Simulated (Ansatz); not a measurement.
## Relative stability

The two ends of one reaction step of Si$_{2}$H$_{6}$ClOF$_{3}$, singlet (PBE0-D4/def2-TZVP).

A:

```csv
atom,x (Å),y (Å),z (Å)
Si1,-0.3055,1.7631,-1.3713
Si2,-0.6018,-1.3130,2.0075
F3,0.7829,1.7179,-2.5007
F4,-0.9713,3.1853,-1.4686
Cl5,-1.7397,0.3904,-1.6076
H6,1.5337,-0.8658,-0.2742
F7,0.3648,1.6955,0.0466
H8,0.8425,-1.0402,1.7711
O9,1.2458,-0.7409,-1.1827
H10,-1.3301,-0.0253,2.1003
H11,-0.7325,-2.0623,3.2824
H12,-1.1338,-2.1253,0.8872
H13,2.0450,-0.5792,-1.6897
```

B:

Si1  (-1.148, 0.507, -0.789)
Si2  (-1.555, -0.377, 1.332)
F3  (0.035, -0.251, -1.565)
F4  (-0.747, 2.038, -0.798)
Cl5  (-2.772, 0.325, -2.015)
H6  (1.861, 0.306, 0.431)
F7  (1.187, 0.549, 1.068)
H8  (3.276, -0.938, -0.678)
O9  (2.760, -0.135, -0.781)
H10  (-1.267, 0.637, 2.371)
H11  (-0.735, -1.600, 1.506)
H12  (-2.994, -0.748, 1.377)
H13  (2.098, -0.316, -1.459)
(Å)

Program: Ansatz 0.2.0. Basis: def2-TZVPP. Cores are frozen in the correlated methods. B3LYP uses VWN-RPA correlation.

Q: Which structure is lower at CCSD(T), and by how much? (An estimate is asked for; the value comes from the calculation.)

A: By the calculation: A, by 26.78 kcal/mol (electronic energy, against the other). By their contacts, A is a complex of SiClF₃ ([F][Si]([F])([F])[Cl]) + SiH₄ + H₂O and B is a complex of Si₂H₃ClF₂ ([F][Si]([F])([SiH3])[Cl]) + H₂O + HF.

All methods give the same order:

| method | E(B) − E(A) (kcal/mol) |
| --- | --- |
| SPW92 | 14.90 |
| PBE-D4 | 18.10 |
| BLYP-D4 | 22.36 |
| r2SCAN-D4 | 24.53 |
| B97M-V | 27.51 |
| PBE0-D4 | 20.90 |
| B3LYP-D4 | 24.17 |
| r2SCAN0-D4 | 25.43 |
| BHLYP-D4 | 27.09 |
| CAM-B3LYP-D4 | 25.22 |
| wB97X-V | 24.68 |
| wB97M-V | 25.90 |
| B2PLYP | 26.08 |
| PBE-QIDH | 24.57 |
| RPA on PBE | 27.76 |
| HF | 34.87 |
| MP2 | 27.35 |
| CCSD | 28.07 |
| CCSD(T) | 26.78 |

T1 diagnostic: at most 0.012.

Labels in which every atom is bracketed show which atoms are joined, not bond orders.

For scale, one of the runs: CCSD(T)/def2-TZVPP, 334 basis functions, launched by `ansatz run in.yaml --threads 4 --pin off --events-out ev --progress --plain --max-ram 66560MiB --backend cuda --devices 0, --max-vram 37GiB`. Time: 11 s of wall clock on 4 CPU threads of an AMD EPYC 7R13 and a share of one NVIDIA H100; the host was shared. Peak host memory: 0.84 GiB.
